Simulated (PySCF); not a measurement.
# Cr: excitation energy

Cr [Ar] 3d5 4s1 (7S) → Cr [Ar] 3d6 (5D), as a difference of total energies. All numbers are calculated (PySCF 2.14, scalar relativity by spin-free X2C-1e, in x2c-TZVPPall with one added diffuse shell each of s, p, d, f type (7s6p5d3f1g, 80 functions)). The calculations carry no spin-orbit coupling.

| method | excitation energy (eV) |
| --- | --- |
| LDA | 4.192 |
| PBE | 4.162 |
| revPBE | 4.115 |
